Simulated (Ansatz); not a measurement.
System: CsI (charge +1, doublet). SMILES of the parent species: [I][Cs]

Atoms: Cs1, I2. Bonds: Cs1-I2.

Bond lengths (Å) and angles (degrees) optimised at HF/LANL2DZ with Ansatz (a program for electronic structure); PBE/LANL2DZ with Ansatz; B3LYP/LANL2DZ with Ansatz, each started from the B3LYP-D3(BJ)/def2-TZVP structure (Ansatz) of the last column. A row stands for all coordinates that are equal there.

```tsv
coordinate	HF/LANL2DZ	PBE/LANL2DZ	B3LYP/LANL2DZ	B3LYP-D3(BJ)/def2-TZVP
Cs1-I2	4.598	4.391	4.473	4.085
```

Mean signed difference of all 1 bond lengths from B3LYP-D3(BJ)/def2-TZVP: HF/LANL2DZ 0.513 Å, PBE/LANL2DZ 0.305 Å, B3LYP/LANL2DZ 0.388 Å.
